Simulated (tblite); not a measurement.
C6H10O2 (charge +1 and doublet state).
Bonds: C1–C2, C2–C3, C2–C4, C4–O5 (double), C4–O6, O6–C7, C7–C8. Hydrogens: H9, H10 on C1; H11, H12, H13 on C3; H14, H15 on C7; H16, H17, H18 on C8.

A start from a force field or distance geometry was refined with tblite 0.8.0, GFN2-xTB geometry optimisation, gas phase. Values at the start:

```
 coordinate    start
      C1–C2  1.436 Å
      C1–H9  1.086 Å
     C1–H10  1.073 Å
      C2–C3  1.488 Å
      C2–C4  1.485 Å
     C3–H11  1.090 Å
      C4=O5  1.233 Å
      C4–O6  1.348 Å
      O6–C7  1.435 Å
      C7–C8  1.520 Å
     C7–H14  1.098 Å
     C8–H16  1.088 Å
   C1–C2–C3   118.8°
   C1–C2–C4   123.3°
   C2–C4–O5   123.5°
   C2–C4–O6   111.0°
   C3–C2–C4   117.9°
   C4–O6–C7   114.6°
   O5–C4–O6   125.5°
   O6–C7–C8   108.5°
C1–C2–C4–O5    -179°
C2–C4–O6–C7     180°
C4–O6–C7–C8     180°
```

Problem. How do these coordinates change at the GFN2-xTB level?

Solution. 
```tsv
coordinate	GFN2-xTB (Å or °)	change
C1–C2	1.337	-0.099
C2–C4	1.529	+0.044
C4–O6	1.311	-0.037
C4=O5	1.199	-0.034
C2–C3	1.469	-0.019
C7–C8	1.506	-0.014
C1–H10	1.079	+0.006
C3–H11	1.095	+0.005
C1–H9	1.082	-0.004
C8–H16	1.091	+0.003
C7–H14	1.099	+0.001
O6–C7	1.436	+0.001
C1–C2–C3	128.1	+9.3
C3–C2–C4	112.9	-5.0
C1–C2–C4	118.9	-4.4
C4–O6–C7	116.8	+2.2
C2–C4–O5	121.7	-1.8
C2–C4–O6	112.0	+1.0
O5–C4–O6	126.3	+0.8
O6–C7–C8	108.8	+0.3
C1–C2–C4–O5	156	-25
C4–O6–C7–C8	-157	+23
C2–C4–O6–C7	-173	+7
```

The energy falls by 0.404 eV over 98 L-BFGS steps, the largest force on an atom goes from 3.04 to 0.008 eV/Å, and the atoms move by 0.386 Å rms after alignment. The bond that changes most is C1–C2 (ends: carbon bonded to C and 2 H; carbon bonded to 3 C), which shortens by 0.099 Å. Bonds longer at the end by more than 0.005 Å: 3 of 17; shorter: 7. Among the dihedrals that turn most is C1–C2–C3–H12, from 68° to 112°. Rotational constants go from 4161, 1186, 939.5 to 4311, 1207, 977.9 MHz.

Hardware: one thread of an Arm Neoverse V2, on a shared host. Cost: 0.53 s.

Its GFN2-xTB frequencies are all real (lowest 44 cm⁻¹).

One conformer stands for the species.

The numbers are calculated, not measured.
